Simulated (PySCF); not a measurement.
Rh (rhodium, neutral) across methods

[Kr] 4d8 5s1, high-spin 4F determinant. Calculation: PySCF 2.14, in aug-cc-pVTZ-PP with one added diffuse shell each of s, p, d, f, g type with ECP28MDF (7s7p6d4f3g, 113 functions); a scalar-relativistic core potential.

```json
{"method": "LDA", "E (hartree)": "-109.9095", "mean ε 4d α (eV)": "-6.641", "mean ε 4d β (eV)": "-5.282", "mean ε 5s α (eV)": "-5.054", "Σ⟨r²⟩ (bohr²)": "47.98", "⟨S²⟩": "3.750"}
{"method": "BHandHLYP", "E (hartree)": "-110.0335", "mean ε 4d α (eV)": "-9.586", "mean ε 4d β (eV)": "-8.197", "mean ε 5s α (eV)": "-5.779", "Σ⟨r²⟩ (bohr²)": "47.83", "⟨S²⟩": "3.752"}
{"method": "revPBE", "E (hartree)": "-110.1898", "mean ε 4d α (eV)": "-6.401", "mean ε 4d β (eV)": "-5.118", "mean ε 5s α (eV)": "-4.733", "Σ⟨r²⟩ (bohr²)": "48.04", "⟨S²⟩": "3.751"}
{"method": "PBE", "E (hartree)": "-110.1433", "mean ε 4d α (eV)": "-6.457", "mean ε 4d β (eV)": "-5.164", "mean ε 5s α (eV)": "-4.806", "Σ⟨r²⟩ (bohr²)": "48.05", "⟨S²⟩": "3.751"}
{"method": "UHF", "E (hartree)": "-109.39028", "mean ε 4d α (eV)": "-12.365", "mean ε 4d β (eV)": "-10.584", "mean ε 5s α (eV)": "-6.473", "Σ⟨r²⟩ (bohr²)": "48.56", "⟨S²⟩": "3.754"}
{"method": "PBE0", "E (hartree)": "-110.1220", "mean ε 4d α (eV)": "-8.071", "mean ε 4d β (eV)": "-6.674", "mean ε 5s α (eV)": "-5.361", "Σ⟨r²⟩ (bohr²)": "47.73", "⟨S²⟩": "3.751"}
{"method": "r2SCAN", "E (hartree)": "-110.1655", "mean ε 4d α (eV)": "-6.694", "mean ε 4d β (eV)": "-5.268", "mean ε 5s α (eV)": "-5.041", "Σ⟨r²⟩ (bohr²)": "47.42", "⟨S²⟩": "3.752"}
{"method": "B97-3", "E (hartree)": "-110.1446", "mean ε 4d α (eV)": "-8.105", "mean ε 4d β (eV)": "-6.796", "mean ε 5s α (eV)": "-5.172", "Σ⟨r²⟩ (bohr²)": "47.82", "⟨S²⟩": "3.753"}
```

Energies and moments cover only the electrons outside the core potential.
